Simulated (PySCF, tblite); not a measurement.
Isomers of C6H8F2OS, one GFN2-xTB conformer each. Single-point energies are computed at PBE0/pcSseg-1 (PySCF, gas phase, no added dispersion term), electronic only.

Question: Rank them by PBE0/pcSseg-1 energy, lowest first (kJ/mol).
A. `[CH3:1][C@:2]1([O:3][CH:4]([F:5])[F:6])[CH2:7][CH2:8][C:9]1=[S:10]` with C1–C2–O3–C4 62°, C2–O3–C4–F5 -92°
B. `[OH:1][C@:2]1([CH:3]([F:4])[F:5])[CH2:6][CH2:7][C:8](=[S:9])[CH2:10]1` with H–O1–C2–C3 -63°, O1–C2–C3–F4 -179°, O1–C2–C6–C7 -84°, C2–C6–C7–C8 -29°, C6–C7–C8–S9 -169°, C7–C8–C10–C2 11°
C. `[CH3:1][CH2:2][C@@H:3]1[CH2:4][C:5]([F:6])=[C:7]([F:8])[S@:9]1=[O:10]` with C1–C2–C3–C4 -77°, C2–C3–C4–C5 -85°, C3–C4–C5–F6 160°, C5–C7–S9–O10 -86°, C2–C3–S9–C7 92°

Answer: B (0.0), A (84.0), C (227.4).

As drawn, the lowest has an O–H bond, two fluorines on one carbon and a C=S bond, which the highest lacks; the highest has an S=O bond and a C=C bond outside aromatic rings, which the lowest lacks. GFN2-xTB itself gives, in the same order: 0.0, 54.9, 104.8. Both levels put the same isomer lowest; measured from each level's own lowest isomer, the values differ by up to 122.6 kJ/mol (CC[C@@H]1CC(F)=C(F)[S@]1=O: 104.8 against 227.4).

Which frontier levels, dipoles and rotational constants go with these structures?

```csv
SMILES,"HOMO (eV, PBE0/pcSseg-1)",LUMO (eV),dipole (D),"A, B, C (MHz)"
O[C@]1(C(F)F)CCC(=S)C1,-6.39,-2.11,2.55,"2079, 667.2, 640.9"
C[C@]1(OC(F)F)CCC1=S,-6.85,-2.70,3.87,"1566, 853.6, 719.4"
CC[C@@H]1CC(F)=C(F)[S@]1=O,-7.15,-0.55,4.51,"1388, 980.6, 715.0"
```

What happens when harmonic zero-point energies from GFN2-xTB frequencies are added?

```json
{"SMILES": "O[C@]1(C(F)F)CCC(=S)C1", "ZPE (kJ/mol)": "345.6", "electronic (kJ/mol)": "0.0", "with ZPE (kJ/mol)": "0.0"}
{"SMILES": "C[C@]1(OC(F)F)CCC1=S", "ZPE (kJ/mol)": "343.3", "electronic (kJ/mol)": "84.0", "with ZPE (kJ/mol)": "81.7"}
{"SMILES": "CC[C@@H]1CC(F)=C(F)[S@]1=O", "ZPE (kJ/mol)": "344.8", "electronic (kJ/mol)": "227.4", "with ZPE (kJ/mol)": "226.6"}
```

The zero-point energies span 2.3 kJ/mol. The order is unchanged.
